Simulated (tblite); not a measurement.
Compound: C6H10Cl2Si.
Bonds: C1–C2, C2–C3, C3–C4, C4–C5 (double), C5–C6 (double), C6–Si7, Si7–Cl8, Si7–Cl9. Hydrogens: H10, H11, H12 on C1; H13, H14 on C2; H15, H16 on C3; H17 on C4; H18 on C6; H19 on Si7.

Computed with GFN2-xTB (tblite), gas phase: L-BFGS steps from a force-field or distance-geometry start until the largest atomic force falls under 0.01 eV/Å.

Step 66: E = -783.7393 eV
```
atom  x, y, z in Å  |  force x, y, z in eV/Å
C1     -3.1876    0.4339   -0.4657    0.002   0.011   0.013
C2     -2.0200   -0.4797   -0.1181    0.015   0.001   0.005
C3     -0.9388    0.2688    0.6677    0.005   0.008   0.012
C4      0.2063   -0.6471    1.0109   -0.006   0.013  -0.006
C5      1.2604   -0.7483    0.2653    0.002  -0.017  -0.012
C6      2.3110   -0.7673   -0.5032    0.000  -0.006   0.007
Si7     3.7896    0.3807   -0.2993   -0.007   0.023  -0.002
Cl8     3.9758    0.9367    1.6320   -0.002  -0.007  -0.005
Cl9     3.4823    2.0382   -1.4250    0.010   0.007  -0.003
H10    -3.6446    0.8261    0.4402   -0.027   0.003  -0.002
H11    -3.9444   -0.1063   -1.0297    0.003  -0.004   0.013
H12    -2.8463    1.2741   -1.0666   -0.001  -0.001  -0.005
H13    -1.5763   -0.8737   -1.0345   -0.008  -0.022  -0.014
H14    -2.3759   -1.3273    0.4723   -0.013   0.006  -0.004
H15    -1.3697    0.6709    1.5867    0.007  -0.005   0.012
H16    -0.5717    1.1035    0.0669   -0.003  -0.014  -0.006
H17     0.0875   -1.2741    1.8844    0.009   0.014  -0.018
H18     2.3280   -1.4583   -1.3370    0.014   0.006  -0.006
H19     5.0247   -0.2415   -0.7549    0.001  -0.017   0.021
```

Step 67: E = -783.7394 eV
```
atom  x, y, z in Å  |  force x, y, z in eV/Å
C1     -3.1884    0.4336   -0.4650    0.014   0.004   0.009
C2     -2.0203   -0.4798   -0.1167    0.002   0.000  -0.012
C3     -0.9387    0.2696    0.6677   -0.007  -0.002   0.002
C4      0.2068   -0.6458    1.0095    0.001   0.009  -0.009
C5      1.2601   -0.7483    0.2629   -0.001  -0.010  -0.006
C6      2.3112   -0.7668   -0.5047    0.009  -0.009   0.005
Si7     3.7907    0.3802   -0.2983   -0.007   0.020  -0.018
Cl8     3.9718    0.9352    1.6329    0.001  -0.003   0.006
Cl9     3.4863    2.0374   -1.4257    0.010   0.006   0.000
H10    -3.6441    0.8265    0.4409   -0.033   0.007   0.001
H11    -3.9459   -0.1067   -1.0284    0.008  -0.004   0.018
H12    -2.8469    1.2727   -1.0671   -0.002   0.003  -0.004
H13    -1.5775   -0.8749   -1.0332   -0.007  -0.020  -0.011
H14    -2.3772   -1.3271    0.4737   -0.005   0.010   0.000
H15    -1.3700    0.6708    1.5864    0.009   0.001   0.025
H16    -0.5726    1.1044    0.0668   -0.003  -0.010  -0.011
H17     0.0882   -1.2732    1.8824    0.010   0.009  -0.012
H18     2.3297   -1.4575   -1.3386    0.011   0.005  -0.008
H19     5.0273   -0.2408   -0.7530   -0.008  -0.017   0.026
```

Step 68: E = -783.7396 eV
```
atom  x, y, z in Å  |  force x, y, z in eV/Å
C1     -3.1892    0.4331   -0.4640    0.021  -0.003   0.002
C2     -2.0204   -0.4799   -0.1153   -0.015  -0.001  -0.028
C3     -0.9385    0.2707    0.6677   -0.018  -0.014  -0.010
C4      0.2073   -0.6441    1.0077    0.010   0.002  -0.011
C5      1.2596   -0.7485    0.2598   -0.004  -0.001  -0.001
C6      2.3115   -0.7662   -0.5066    0.020  -0.009   0.000
Si7     3.7916    0.3799   -0.2973   -0.005   0.012  -0.030
Cl8     3.9665    0.9334    1.6342    0.003   0.002   0.014
Cl9     3.4914    2.0368   -1.4264    0.009   0.006   0.001
H10    -3.6437    0.8273    0.4418   -0.034   0.011   0.003
H11    -3.9475   -0.1078   -1.0258    0.013  -0.003   0.022
H12    -2.8478    1.2708   -1.0682   -0.005   0.006  -0.002
H13    -1.5788   -0.8766   -1.0320   -0.006  -0.014  -0.004
H14    -2.3786   -1.3265    0.4753    0.004   0.011   0.006
H15    -1.3700    0.6710    1.5864    0.011   0.007   0.033
H16    -0.5735    1.1053    0.0664   -0.004  -0.003  -0.014
H17     0.0890   -1.2722    1.8798    0.009   0.002  -0.001
H18     2.3315   -1.4563   -1.3409    0.009   0.003  -0.010
H19     5.0298   -0.2408   -0.7499   -0.018  -0.014   0.030
```

Step 69: E = -783.7400 eV
```
atom  x, y, z in Å  |  force x, y, z in eV/Å
C1     -3.1900    0.4325   -0.4624    0.022  -0.010  -0.007
C2     -2.0205   -0.4799   -0.1136   -0.034  -0.002  -0.038
C3     -0.9383    0.2725    0.6675   -0.026  -0.026  -0.024
C4      0.2082   -0.6417    1.0045    0.022  -0.007  -0.011
C5      1.2590   -0.7487    0.2548   -0.006   0.012   0.003
C6      2.3120   -0.7655   -0.5099    0.029  -0.008  -0.007
Si7     3.7925    0.3798   -0.2963   -0.002   0.000  -0.035
Cl8     3.9578    0.9307    1.6364    0.006   0.006   0.019
Cl9     3.4996    2.0366   -1.4271    0.007   0.008   0.001
H10    -3.6434    0.8283    0.4432   -0.030   0.016   0.005
H11    -3.9496   -0.1100   -1.0211    0.015  -0.004   0.019
H12    -2.8495    1.2680   -1.0698   -0.007   0.012   0.000
H13    -1.5806   -0.8797   -1.0302   -0.006  -0.002   0.006
H14    -2.3803   -1.3252    0.4781    0.014   0.009   0.014
H15    -1.3695    0.6720    1.5866    0.016   0.008   0.034
H16    -0.5746    1.1068    0.0654   -0.007   0.004  -0.017
H17     0.0906   -1.2707    1.8756    0.008  -0.008   0.014
H18     2.3343   -1.4546   -1.3450    0.006   0.001  -0.011
H19     5.0327   -0.2416   -0.7443   -0.028  -0.011   0.035
```

Task: Estimate the geometry and energy of step 70. (The exact step hangs on the optimiser's Hessian estimate; all steps are aligned on step 69, rigid shifts and turns removed.)

Result: E = -783.7404 eV, largest force 0.057 eV/Å
```
atom  x, y, z in Å  |  force x, y, z in eV/Å
C1     -3.1909    0.4315   -0.4601    0.009  -0.011  -0.014
C2     -2.0208   -0.4799   -0.1118   -0.045  -0.004  -0.034
C3     -0.9383    0.2748    0.6668   -0.024  -0.033  -0.032
C4      0.2093   -0.6388    0.9997    0.029  -0.015  -0.006
C5      1.2583   -0.7485    0.2477   -0.004   0.024   0.002
C6      2.3130   -0.7647   -0.5148    0.030  -0.004  -0.013
Si7     3.7933    0.3801   -0.2951    0.001  -0.012  -0.026
Cl8     3.9454    0.9276    1.6400    0.008   0.009   0.013
Cl9     3.5119    2.0370   -1.4278    0.005   0.009   0.002
H10    -3.6423    0.8304    0.4453   -0.018   0.020   0.000
H11    -3.9528   -0.1141   -1.0126    0.014  -0.002   0.010
H12    -2.8525    1.2639   -1.0730   -0.012   0.013   0.004
H13    -1.5829   -0.8841   -1.0278   -0.006   0.014   0.013
H14    -2.3819   -1.3229    0.4818    0.024   0.003   0.025
H15    -1.3683    0.6737    1.5871    0.023   0.002   0.023
H16    -0.5762    1.1091    0.0639   -0.012   0.008  -0.019
H17     0.0928   -1.2694    1.8693    0.008  -0.015   0.026
H18     2.3381   -1.4520   -1.3512    0.001   0.000  -0.010
H19     5.0352   -0.2444   -0.7352   -0.032  -0.007   0.036
```

The energy changes by -0.0004 eV. The first-order estimate −F·Δx gives -0.0006 eV and the mean of the old and new forces, exact on a quadratic surface, -0.0004 eV. The step makes an angle of 81° with the force vector and moves no atom by more than 0.013 Å.

What follows is the cost of the whole relaxation. Time: 1.7 s wall. Hardware: Arm Neoverse V1, one thread (shared host).
